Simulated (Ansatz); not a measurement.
Correlation energies of `[NH2][Zn][CH2]O` by basis set

```tsv
atom	x (Å)	y (Å)	z (Å)
N1	-1.0764	-0.5688	2.1725
Zn2	-0.2779	-0.2675	0.5645
C3	0.5861	-0.0811	-1.1711
O4	0.7090	1.3099	-1.4607
H5	-2.0500	-0.3257	2.2846
H6	-0.5867	-0.3047	3.0151
H7	1.5689	-0.5725	-1.1504
H8	-0.0082	-0.5971	-1.9382
H9	1.1352	1.4075	-2.3163
```

Charge 0, multiplicity 1. For Zn the d shell is correlated and the shells below it are frozen. Scalar relativity is left out up to krypton. Geometry: relaxed with PBE0-D4/def2-TZVP. It is one conformer, not always the lowest. Frozen core, restricted reference, the Gaussian-basis code of Ansatz.

| basis | HF (Eh) | MP2 corr. | CCSD corr. | (T) | CCSD(T) total |
| --- | --- | --- | --- | --- | --- |
| def2-SVP | -1947.48195 | -0.81219 | ? | ? | ? |
| def2-TZVPP | ? | ? | -1.12260 | -0.03973 | ? |
| def2-QZVPP | -1947.98909 | -1.23533 | – | – | – |

Q: Fill in the withheld values. (Best estimate.)

A: The calculation gave: def2-SVP CCSD corr.: -0.81940; def2-SVP (T): -0.02144; def2-SVP CCSD(T) total: -1948.32279; def2-TZVPP HF (Eh): -1947.93854; def2-TZVPP MP2 corr.: -1.15230; def2-TZVPP CCSD(T) total: -1949.10087.
